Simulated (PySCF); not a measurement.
BBr₃, SMILES BrB(Br)Br.

Geometry optimised at r2SCAN-D4/def2-SVP. The isomer is the one that the SMILES or the coordinates give; other isomers of the formula were not compared.

Method: PySCF with PBE/def2-TZVP.

Estimate the frontier levels, gap, dipole moment and polarisability. (The exact figures need the calculation; the answer reports its results.)


* **highest occupied level**: -7.02 eV
* **lowest empty level**: -2.95 eV
* **orbital gap**: 4.07 eV
* **dipole moment**: 0.00 D
* **quadrupole, principal values (traceless, Buckingham form, about the centre of nuclear charge)**: -0.52, 0.26, 0.26 D·Å
* **mean static polarisability**: 74.9 bohr³ (11.09 Å³)
* **polarisability, principal values**: 50.9, 86.8, 86.8 bohr³
